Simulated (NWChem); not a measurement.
SnSiH6O; SMILES [SiH3][O][SnH3]

Results from NWChem. All runs use the structure optimised with PBE0/def2-SVP. def2 effective core potentials on Sn; no spin-orbit coupling. Level MN15/def2-SVP: energy and gradient on several grids; changes count from the extra-fine grid, which is no exact limit either.

Q: Which is the coarsest grid (xcoarse; xfine; medium; fine; coarse) from which on the energy stays within 50 μHa and each gradient component within 100 μHa/bohr of xfine?

A: fine.
```json
[
 {"grid": "xcoarse", "size of the energy change (μHa)": "20000", "largest change of a gradient component (μHa/bohr)": "10000", "time, medium = 1 (rough)": "about 1"},
 {"grid": "coarse", "size of the energy change (μHa)": "200", "largest change of a gradient component (μHa/bohr)": "1000", "time, medium = 1 (rough)": "about 1"},
 {"grid": "medium", "size of the energy change (μHa)": "20", "largest change of a gradient component (μHa/bohr)": "200", "time, medium = 1 (rough)": "about 1"},
 {"grid": "fine", "size of the energy change (μHa)": "< 10", "largest change of a gradient component (μHa/bohr)": "< 30", "time, medium = 1 (rough)": "2"},
 {"grid": "xfine", "size of the energy change (μHa)": "< 10", "largest change of a gradient component (μHa/bohr)": "< 30", "time, medium = 1 (rough)": "2"}
]
```
